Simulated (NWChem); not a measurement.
System: C2H4Cl2; SMILES ClC(Cl)C

Here is an NWChem input.

```
start job
memory heap 200 mb stack 900 mb global 1100 mb
geometry units angstroms noautoz
  C     -1.725529    -0.167642     0.000000
  C     -0.340902     0.426260     0.000000
  Cl     0.553959    -0.054609    -1.466991
  Cl     0.553959    -0.054609     1.466991
  H     -1.667205    -1.264990     0.000000
  H     -2.271937     0.161108    -0.896002
  H     -2.271937     0.161108     0.896002
  H     -0.355257     1.522880     0.000000
end
basis spherical
  * library def2-svp
end
dft
  xc b3lyp
  grid xcoarse
  iterations 150
  mulliken
end
task dft gradient
```

NWChem printed, in part:

```
             Northwest Computational Chemistry Package (NWChem) 7.3.0
             --------------------------------------------------------

 CS  symmetry detected

                             Geometry "geometry" -> ""
                             -------------------------

 Output coordinates in angstroms (scale by  1.889725989 to convert to a.u.)

  No.       Tag          Charge          X              Y              Z
 ---- ---------------- ---------- -------------- -------------- --------------
    1 C                    6.0000    -1.72412124    -0.16077128     0.00000000
    2 C                    6.0000    -0.33526645     0.42317554     0.00000000
    3 Cl                  17.0000     0.55611946    -0.06410505     1.46699100
    4 Cl                  17.0000     0.55611946    -0.06410505    -1.46699100
    5 H                    1.0000    -1.67367633    -1.25850969     0.00000000
    6 H                    1.0000    -2.26815515     0.17189278     0.89600200
    7 H                    1.0000    -2.26815515     0.17189278    -0.89600200
    8 H                    1.0000    -0.34174872     1.51987033     0.00000000

 Effective nuclear repulsion energy (a.u.)     208.9369597150

      Symmetry information
      --------------------

 Group name             Cs
 Group number              2
 Group order               2
 No. of unique centers     6

                                 NWChem DFT Module
                                 -----------------

 Summary of "ao basis" -> "ao basis" (spherical)
 ------------------------------------------------------------------------------
       Tag                 Description            Shells   Functions and Types
 ---------------- ------------------------------  ------  ---------------------
 C                          def2-svp                 6       14   3s2p1d
 Cl                         def2-svp                 8       18   4s3p1d
 H                          def2-svp                 3        5   2s1p

      Symmetry analysis of basis
      --------------------------

        a'         51
        a"         33

            General Information
            -------------------
          SCF calculation type: DFT
          Wavefunction type:  closed shell.
          No. of atoms     :     8
          No. of electrons :    50
           Alpha electrons :    25
            Beta electrons :    25
          Charge           :     0
          Spin multiplicity:     1
          Use of symmetry is: on ; symmetry adaption is: on
          Maximum number of iterations: 150
          AO basis - number of functions:    84
                     number of shells:    40
          Convergence on energy requested:  1.00D-06
          Convergence on density requested:  1.00D-05
          Convergence on gradient requested:  5.00D-04

              XC Information
              --------------
                         B3LYP Method XC Potential
                     Hartree-Fock (Exact) Exchange  0.200
                        Slater Exchange Functional  0.800 local
                    Becke 1988 Exchange Functional  0.720 non-local
              Lee-Yang-Parr Correlation Functional  0.810
                  VWN I RPA Correlation Functional  0.190 local

             Grid Information
             ----------------
          Grid used for XC integration:  xcoarse
          Radial quadrature: Mura-Knowles
          Angular quadrature: Lebedev.
          Tag              B.-S. Rad. Rad. Pts. Rad. Cut. Ang. Pts.
          ---              ---------- --------- --------- ---------
          C                   0.70       21           7.0       194
          Cl                  1.00       42          10.0       194
          H                   0.35       21           9.0       194
          Grid pruning is: on
          Number of quadrature shells:   147
          Spatial weights used:  Erf1

      Superposition of Atomic Density Guess
      -------------------------------------

 Sum of atomic energies:        -995.89377549

      Non-variational initial energy
      ------------------------------

 Total energy =    -997.571143
 1-e energy   =   -1788.749282
 2-e energy   =     582.241179
 HOMO         =      -0.351650
 LUMO         =       0.075065

      Symmetry analysis of molecular orbitals - initial
      -------------------------------------------------

  Numbering of irreducible representations:

     1 a'          2 a"

  Orbital symmetries:

     1 a"          2 a'          3 a'          4 a'          5 a'
     6 a"          7 a'          8 a"          9 a'         10 a"
    11 a'         12 a"         13 a'         14 a'         15 a"
    16 a'         17 a'         18 a"         19 a'         20 a"
    21 a'         22 a"         23 a'         24 a"         25 a'
    26 a'         27 a"         28 a'         29 a'         30 a"
    31 a'         32 a'         33 a'         34 a"         35 a'

     ---------------------------------------------
      Total Density - Mulliken Population Analysis
     ---------------------------------------------

    Atom       Charge   Shell Charges
 -----------   ------   -------------------------------------------------------
    1 C    6     6.24   1.99  0.96  0.18  2.07  1.01  0.02
    2 C    6     5.61   1.99  0.92  0.26  1.53  0.86  0.05
    3 Cl  17    17.28   2.00  1.99  1.22  0.72  5.94  2.14  3.25  0.02
    4 Cl  17    17.28   2.00  1.99  1.22  0.72  5.94  2.14  3.25  0.02
    5 H    1     0.90   0.67  0.21  0.02
    6 H    1     0.89   0.67  0.20  0.02
    7 H    1     0.89   0.67  0.20  0.02
    8 H    1     0.90   0.70  0.19  0.02

   convergence    iter        energy       DeltaE   RMS-Dens  Diis-err
 ---------------- ----- ----------------- --------- --------- ---------
 d= 0,ls=0.0,diis     1   -998.6117414689 -1.21D+03  1.55D-02  7.35D-01
 d= 0,ls=0.0,diis     2   -998.5163239805  9.54D-02  1.05D-02  1.50D+00
 d= 0,ls=0.0,diis     3   -998.6952296805 -1.79D-01  1.52D-03  2.19D-02
 d= 0,ls=0.0,diis     4   -998.6978601155 -2.63D-03  3.93D-04  1.36D-03
 d= 0,ls=0.0,diis     5   -998.6980164978 -1.56D-04  8.20D-05  7.48D-05
  Resetting Diis
 d= 0,ls=0.0,diis     6   -998.6980257154 -9.22D-06  2.18D-05  4.69D-06
 d= 0,ls=0.0,diis     7   -998.6980263118 -5.96D-07  6.45D-06  1.09D-07

         Total DFT energy =     -998.698026311793
      One electron energy =    -1791.329881046493
           Coulomb energy =      652.567894102835
    Exchange-Corr. energy =      -68.872999083157
 Nuclear repulsion energy =      208.936959715021

 Numeric. integr. density =       49.998373475757

                  Occupations of the irreducible representations
                  ----------------------------------------------

                     irrep           alpha         beta
                     --------     --------     --------
                     a'               15.0         15.0
                     a"               10.0         10.0

                       DFT Final Molecular Orbital Analysis
                       ------------------------------------

 Vector   23  Occ=2.000000D+00  E=-3.144529D-01  Symmetry=a"
              MO Center=  4.9D-01, -4.5D-02, -5.7D-14, r^2= 3.4D+00
   Bfn.  Coefficient  Atom+Function         Bfn.  Coefficient  Atom+Function
  ----- ------------  ---------------      ----- ------------  ---------------
    40      0.404335  3 Cl py                58     -0.404335  4 Cl py
    37      0.305171  3 Cl py                55     -0.305171  4 Cl py
    39      0.215069  3 Cl px                57     -0.215069  4 Cl px
    34      0.176611  3 Cl py                52     -0.176611  4 Cl py
    36      0.152636  3 Cl px                54     -0.152636  4 Cl px

 Vector   24  Occ=2.000000D+00  E=-2.977330D-01  Symmetry=a'
              MO Center=  3.3D-01,  3.8D-02,  7.7D-14, r^2= 3.3D+00
   Bfn.  Coefficient  Atom+Function         Bfn.  Coefficient  Atom+Function
  ----- ------------  ---------------      ----- ------------  ---------------
    40      0.400156  3 Cl py                58      0.400156  4 Cl py
    37      0.291231  3 Cl py                55      0.291231  4 Cl py
    80     -0.195879  8 H  s                  3      0.187760  1 C  s
    39      0.178738  3 Cl px                57      0.178738  4 Cl px
    19     -0.171003  2 C  py                34      0.168541  3 Cl py

 Vector   25  Occ=2.000000D+00  E=-2.960482D-01  Symmetry=a"
              MO Center=  4.9D-01, -5.0D-02, -9.1D-14, r^2= 3.4D+00
   Bfn.  Coefficient  Atom+Function         Bfn.  Coefficient  Atom+Function
  ----- ------------  ---------------      ----- ------------  ---------------
    41      0.347797  3 Cl pz                59      0.347797  4 Cl pz
    39     -0.304868  3 Cl px                57      0.304868  4 Cl px
    38      0.259878  3 Cl pz                56      0.259878  4 Cl pz
    36     -0.230140  3 Cl px                54      0.230140  4 Cl px
    35      0.149089  3 Cl pz                53      0.149089  4 Cl pz

[...]

                         DFT ENERGY GRADIENTS

    atom               coordinates                        gradient
                 x          y          z           x          y          z
   1 C      -3.258117  -0.303814   0.000000    0.003809   0.000814   0.000000
   2 C      -0.633562   0.799686   0.000000    0.001331  -0.004303   0.000000
   3 Cl      1.050913  -0.121141   2.772211   -0.003581   0.001481  -0.006131
   4 Cl      1.050913  -0.121141  -2.772211   -0.003581   0.001481   0.006131
   5 H      -3.162790  -2.378238   0.000000    0.000461   0.000401   0.000000
   6 H      -4.286192   0.324830   1.693198    0.000623   0.000025  -0.000192
   7 H      -4.286192   0.324830  -1.693198    0.000623   0.000025   0.000192
   8 H      -0.645811   2.872138   0.000000    0.000316   0.000076   0.000000
```

Level: B3LYP/def2-SVP. Geometry: optimised at PBE0/def2-SVP. B3LYP is NWChem's, with the RPA form of VWN correlation.
